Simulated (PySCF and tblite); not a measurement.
Results of a calculation; reference values are marked as such.
C₃H₅F₃O, numbered as in [OH:1][CH2:2][CH2:3][C:4]([F:5])([F:6])[F:7]. Search: ETKDG and KDG, MMFF94s, GFN2-xTB, 90 starts; geometries at PBE0-D3(BJ)/def2-SVP. Free energies are PBE0-D3(BJ)/def2-TZVP single points with GFN2-xTB rigid-rotor and vibrational terms (modes under about 100 cm⁻¹ blended into free rotors). Symmetry numbers and mirror images are counted. Conformers within 4 kcal/mol (GFN2-xTB free energy) were kept, 7 at most. GIAO shieldings: PBE0/pcSseg-1. Shifts are against TMS (¹H), TMS (¹³C), CFCl3 (¹⁹F) at the same level. Codes: tblite and PySCF.

Torsions listed: H1–O1–C2–C3, O1–C2–C3–C4. Of a mirror pair one member is shown.

```
conformer         shape  point group  mirror pair  ΔE(DFT)  Δ(G−E) at 298.15 K  δ H3 (ppm)
        1     -60°, 73°           C1          yes     0.00                0.00        1.99
        2  -179°, -178°           Cs           no     0.80               -0.56        2.19
        3   -69°, -177°           C1          yes     1.10               -0.34        1.98
        4    -172°, 68°           C1          yes     1.77               -0.54        1.96
        5      54°, 55°           C1          yes     1.96               -0.20        1.83
```

Energies in kcal/mol; the thermal term leaves out symmetry numbers and mirror images.

Problem. Work out the weights at 298.15 K and the ¹H shift of H3 under fast exchange.

Solution. RT = 0.592 kcal/mol. Each conformer gets RT ln(σ/g), with σ the rotational symmetry number and g = 2 for a mirror pair: 1: σ = 1, g = 2, G = 0.00 + 0.00 − 0.41 = -0.41, 0.00 above the lowest, exp(−ΔG/RT) = 1.000; 2: σ = 1, g = 1, G = 0.80 − 0.56 + 0.00 = 0.24, 0.65 above the lowest, exp(−ΔG/RT) = 0.335; 3: σ = 1, g = 2, G = 1.10 − 0.34 − 0.41 = 0.35, 0.76 above the lowest, exp(−ΔG/RT) = 0.275; 4: σ = 1, g = 2, G = 1.77 − 0.54 − 0.41 = 0.82, 1.23 above the lowest, exp(−ΔG/RT) = 0.124; 5: σ = 1, g = 2, G = 1.96 − 0.20 − 0.41 = 1.34, 1.75 above the lowest, exp(−ΔG/RT) = 0.052. The sum is 1.787, so the weights are 56.0, 18.7, 15.4, 7.0, 2.9 %. The averaged shift is 2.02 ppm. At 298.15 K the leading conformer alone gives 1.99 ppm and bare DFT energies give 2.02 ppm.
